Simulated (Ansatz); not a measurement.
Interaction energy ladder

The pair of NH3 (SMILES N, atoms 1–4) and AsH3 (SMILES [AsH3], atoms 5–8), both closed shells, in one local arrangement (a lower one may exist), relaxed at PBE0-D4/def2-TZVP:

| atom | x (Å) | y (Å) | z (Å) |
| --- | --- | --- | --- |
| N1 | 0.0761 | 0.0574 | -1.5737 |
| H2 | 0.8618 | 0.5846 | -1.9343 |
| H3 | 0.1410 | -0.8781 | -1.9558 |
| H4 | -0.7653 | 0.4754 | -1.9515 |
| As5 | -0.5463 | -0.3711 | 1.5628 |
| H6 | 0.9227 | -0.7095 | 1.3809 |
| H7 | -0.2972 | 1.1165 | 1.3889 |
| H8 | -0.3928 | -0.2752 | 3.0828 |

Computed with Ansatz 0.2.0 (basis: def2-TZVPPD, with def2-QZVPPD for the basis limit); correlated methods freeze the cores. Filled d shells of the heavier atoms are correlated. The def2 sets are not built for correlating such inner shells, so the correlated values are less sure here. B3LYP uses VWN-RPA correlation. Extrapolation: Hartree–Fock as exp(−7.88 √X), correlation as X^−2.97. Interaction energies count from these two fragments, frozen as in the pair, with the counterpoise correction; negative means bound.

Task: What is the interaction energy by CCSD(T) at an estimated basis limit (MP2 extrapolated from triple and quadruple zeta, plus CCSD(T) − MP2 in triple zeta)? (Judge from chemistry; the value comes from the calculation.)

Result: Computed: -1.64 kcal/mol. Hartree–Fock alone gives 0.02 kcal/mol at the basis limit, so without correlation the pair would not bind at this distance. It counts from the two fragments frozen as in the pair.

The same quantity by other methods in triple zeta, and each one's difference from that estimate:
```tsv
method	E_int (kcal/mol)	difference
PBE-D4	-2.11	-0.47
revPBE-D4	-1.87	-0.23
BLYP-D4	-1.80	-0.17
r2SCAN-D4	-1.68	-0.04
B97M-V	-2.08	-0.45
PBE0-D4	-1.99	-0.35
B3LYP-D4	-1.89	-0.25
HSE06-D4	-1.98	-0.34
wB97X-V	-1.76	-0.13
wB97M-V	-1.85	-0.22
B2PLYP	-0.86	0.77
HF	0.04	1.68
MP2	-1.42	0.21
CCSD	-1.08	0.55
CCSD(T)	-1.34	0.30
```
Differences are method less estimate.

Basis-set superposition shift (counterpoise-corrected less uncorrected): CCSD(T) 0.57; MP2 0.59; HF 0.13; PBE0-D4 0.15; wB97M-V 0.20 kcal/mol.

No T1 diagnostic of these runs exceeds 0.012.

For scale, one of the runs: CCSD(T)/def2-TZVPPD, 193 basis functions, launched by `ansatz run in.yaml --threads 4 --pin off --events-out ev --progress --plain --max-ram 9574MiB`. The run took 11 s on 4 CPU threads of an AMD EPYC 9R45 (shared host), with 2.2 GiB of host memory at its peak.
